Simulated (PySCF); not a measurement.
B(H)(Cl)(OH) (BClH2O), SMILES OBCl.

Geometry: B3LYP-D3(BJ)/def2-TZVP. Other conformers were not sampled.

Level of theory: TDA-ωB97X/def2-SVPD run with PySCF 2.14.0.

Vertical excitations. Gas-phase values at a fixed geometry. State labels are in the subgroup Cs.

```
state  symmetry  energy (eV)  λ (nm)      f                                                                    main pairs
-----  --------  -----------  ------  -----  ----------------------------------------------------------------------------
S1           A"         7.40     168  0.003                                                                HOMO→LUMO 97 %
S2           A"         8.16     152  0.008                                                              HOMO−2→LUMO 97 %
S3           A'         8.41     147  0.099                                                              HOMO−1→LUMO 86 %
S4           A'         9.08     137  0.115                                                              HOMO→LUMO+1 72 %
S5           A"         9.17     135  0.013                                                            HOMO−1→LUMO+1 82 %
S6           A'         9.75     127  0.036                        HOMO−2→LUMO+1 39 %, HOMO→LUMO+2 21 %, HOMO→LUMO+3 18 %
S7           A'         9.82     126  0.004        HOMO−2→LUMO+1 39 %, HOMO→LUMO+3 29 %, HOMO→LUMO+1 8 %, HOMO→LUMO+2 7 %
S8           A"         9.94     125  0.064  HOMO−1→LUMO+3 38 %, HOMO−1→LUMO+2 36 %, HOMO−1→LUMO+7 8 %, HOMO−3→LUMO+1 6 %
S9           A'        10.24     121  0.124                                            HOMO→LUMO+2 56 %, HOMO→LUMO+3 21 %
S10          A"        10.45     119  0.004                                                              HOMO−4→LUMO 85 %
T1           A"         7.01     177      0                                              HOMO→LUMO 79 %, HOMO−2→LUMO 16 %
T2           A'         7.36     168      0                                                              HOMO−1→LUMO 94 %
T3           A"         7.70     161      0                                              HOMO−2→LUMO 80 %, HOMO→LUMO 17 %
T4           A'         8.56     145      0                                                              HOMO−3→LUMO 92 %
```
Triplets are in the Tamm–Dancoff approximation.
